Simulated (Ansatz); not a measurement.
Molecule: CH$_{5}$O$_{3}$Si (charge -1, singlet). It need not be the lowest isomer of its formula. Whether it binds its extra electron was not tested at this geometry. 
Structure (B3LYP-D3(BJ)/def2-TZVP (Ansatz, a quantum-chemistry and plane-wave program) minimum search):
SMILES: [CH2-][Si](O)(O)O
```xyz
10

Si    -0.0889     0.0504    -0.0074
C     -1.8252    -0.0023     0.2312
O      0.4077    -1.1399    -1.1120
O      0.7690     1.3801    -0.5991
O      0.7335    -0.2044     1.4565
H     -2.4867    -0.0742    -0.6312
H     -2.2735     0.5458     1.0589
H     -0.2097    -1.8719    -1.0165
H      1.7138     1.2001    -0.6429
H      0.1712    -0.7783     1.9862
```
Charge -1, spin multiplicity 1.

Basis-set convergence of Hartree-Fock and CCSD correlation energies (hartree) with Ansatz. Correlated levels leave the core frozen unless marked. Spin-orbit coupling is left out. Non-relativistic.

```
basis            functions       E(HF)  E(corr, CCSD)
---------------  ---------  ----------  -------------
aug-cc-pV(D+d)Z        169  -554.47105       -0.90482
aug-cc-pV(T+d)Z        354  -554.56037       -1.07957
aug-cc-pV(Q+d)Z        639  -554.58146       -1.13787
```

Extrapolating the two largest sets (X = 3 and 4) as X^-3: E(corr) = (64·(-1.13787) - 27·(-1.07957))/37 = -1.1804 Eh, an estimate of the basis-set limit. The largest set recovers 96.4 % of it, the smallest 76.7 %.
